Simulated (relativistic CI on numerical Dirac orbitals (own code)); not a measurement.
# Co3+ in a cubic cluster: 1s photoemission with charge transfer

Computed with a charge-transfer multiplet model of a cubic metal-ligand cluster with up to 2 ligand holes, Slater and spin-orbit integrals from Dirac-Coulomb-Breit ions, Slater integrals scaled by 0.8. The ground state mixes d6 with configurations of k ligand holes L, whose averages lie at kΔ + k(k − 1)U_dd/2; a core hole lowers each added d electron by U_cd. 300 K, Lorentzian 1.1 eV and Gaussian 0.6 eV FWHM.

Atomic integrals in eV (Slater integrals scaled, ζ unscaled), ground: F2dd 10.085, F4dd 6.299, zeta_d 0.071; with the core hole: F2dd 11.409, F4dd 7.160, zeta_d 0.101, G2cd 0.066.

Cluster parameters (eV): U_dd = 6.7, U_cd = 7.9, 10Dq = 1.25, 10Dq(ligand) = 0.2, V(eg) = 2.9, V(t2g) = -1.46, final-state hopping factor = 0.8.

| Case | n_d | d6 | d7L | d8L2 | S |
| --- | --- | --- | --- | --- | --- |
| Δ = 2.4 eV | 6.60 | 0.47 | 0.46 | 0.07 | 0.05 |
| Δ = 3.4 eV | 6.53 | 0.53 | 0.42 | 0.05 | 0.07 |
| Δ = 4.4 eV | 6.46 | 0.58 | 0.38 | 0.04 | 0.09 |
| Δ = 6.4 eV | 6.20 | 0.81 | 0.18 | 0.01 | 1.96 |
| Δ = 7.4 eV | 6.17 | 0.84 | 0.16 | 0.01 | 2.00 |

Weights, n_d and S are thermal averages at 300 K. Binding energies count from the first peak over 30 % of the highest in each spectrum, which can be another peak from case to case. The parameters are a model scan and need not match a compound or its usual spin state. Peaks in eV (height, largest 100):
- Δ = 2.4 eV: 0.0 (100), 7.4 (7), 10.0 (17)
- Δ = 3.4 eV: 0.0 (100), 8.1 (11), 9.7 (16)
- Δ = 4.4 eV: 0.0 (100), 8.5 (18), 9.6 (12)
- Δ = 6.4 eV: 0.0 (100), 3.1 (10), 5.3 (10), 7.1 (14)
- Δ = 7.4 eV: 0.0 (100), 3.5 (7), 5.6 (8), 7.3 (9)

For the case Δ = 4.4 eV, Δ = 4.4 eV is smaller than U_dd = 6.7 eV, the charge-transfer side of the Zaanen-Sawatzky-Allen scheme. With the core hole the configuration with one ligand hole lies at Δ − U_cd = -5.5, -4.5, -3.5, -1.5, -0.5 eV from the one without, in the order of the table; where this is negative the screened configuration lies lower, though the effective hopping of about 4.3 eV (from the holes of the mixed ground state) mixes the two strongly wherever it is as large as the gap. The thermal average of S changes within this range, from 0.1 to 2.0; a value between half-integers is an average over states of different spin.
